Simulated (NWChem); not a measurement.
System meant: SnNH₃OF₂; SMILES [NH2][Sn]([F])([F])[OH]

Input file for NWChem:

```
start job
memory heap 200 mb stack 900 mb global 1100 mb
geometry units angstroms noautoz
  N     -0.031763    -1.984505    -0.088345
  Sn    -0.067633     0.012431    -0.007920
  O      1.470241     0.745764     0.953294
  F     -1.738361     0.628932     0.729264
  F     -0.064570     0.841985    -1.743350
  H      0.712878    -2.373488     0.488138
  H     -0.918472    -2.395710     0.199011
  H      1.679446     1.643196     0.663698
end
basis spherical
  N library def2-svp
  Sn library def2-svp
  O library def2-svp
  F library def2-svp
  H library def2-svp
end
dft
  xc xpbe96 cpbe96
  iterations 150
  mulliken
end
task dft energy
```

End of the output:

```
             Grid Information
             ----------------
          Grid used for XC integration:  medium
          Radial quadrature: Mura-Knowles
          Angular quadrature: Lebedev.
          Tag              B.-S. Rad. Rad. Pts. Rad. Cut. Ang. Pts.
          ---              ---------- --------- --------- ---------
          N                   0.65       49          11.0       434
          Sn                  1.45      123           9.0       590
          O                   0.60       49          11.0       434
          F                   0.50       49          11.0       434
          H                   0.35       45          12.0       434
          Grid pruning is: on
          Number of quadrature shells:   454
          Spatial weights used:  Erf1

          Convergence Information
          -----------------------
          Convergence aids based upon iterative change in
          total energy or number of iterations.
          Levelshifting, if invoked, occurs when the
          HOMO/LUMO gap drops below (HL_TOL):  1.00D-02
          DIIS, if invoked, will attempt to extrapolate
          using up to (NFOCK): 10 stored Fock matrices.

                    Damping( 0%)  Levelshifting(0.5)       DIIS
                  --------------- ------------------- ---------------
          dE  on:    start            ASAP                start
          dE off:    2 iters        150 iters           150 iters

      Screening Tolerance Information
      -------------------------------
          Density screening/tol_rho:  1.00D-10
          AO Gaussian exp screening on grid/accAOfunc:  14
          CD Gaussian exp screening on grid/accCDfunc:  20
          XC Gaussian exp screening on grid/accXCfunc:  20
          Schwarz screening/accCoul:  1.00D-08

      Superposition of Atomic Density Guess
      -------------------------------------

      charge =      50.0 Sn (Tin)

      symmetry species            s     p     d     f
      number of basis functions =10     7     6
      number of cont. functions = 4     4     2
      number of closed shells   = 5     3     2
      number of open shells     = 0     1     0
      open shell occupation     = 0     2     0
 ------------------------------------------------------------------------
 atomscf:atomd: error in atom scf                   0
 ------------------------------------------------------------------------
 ------------------------------------------------------------------------
  current input line :
    25: task dft energy
 ------------------------------------------------------------------------
 ------------------------------------------------------------------------
 This error has not yet been assigned to a category
 ------------------------------------------------------------------------
 For more information see the NWChem manual at https://nwchemgit.github.io

0:atomscf:atomd: error in atom scf:Received an Error in Communication
```

### Question
Find the fault in this run and fix the input.

### Answer
The run crashed. Cause: the def2 basis of a heavy element holds valence functions alone and wants its effective core potential (without it all electrons must fit into that basis). This input runs:
```
start job
memory heap 200 mb stack 900 mb global 1100 mb
geometry units angstroms noautoz
  N     -0.031763    -1.984505    -0.088345
  Sn    -0.067633     0.012431    -0.007920
  O      1.470241     0.745764     0.953294
  F     -1.738361     0.628932     0.729264
  F     -0.064570     0.841985    -1.743350
  H      0.712878    -2.373488     0.488138
  H     -0.918472    -2.395710     0.199011
  H      1.679446     1.643196     0.663698
end
basis spherical
  * library def2-svp
end
ecp
  Sn library def2-ecp
end
dft
  xc xpbe96 cpbe96
  iterations 150
  mulliken
end
task dft energy
```
It converges to -545.23360 Ha (PBE/def2-SVP with def2 effective core potentials on Sn).
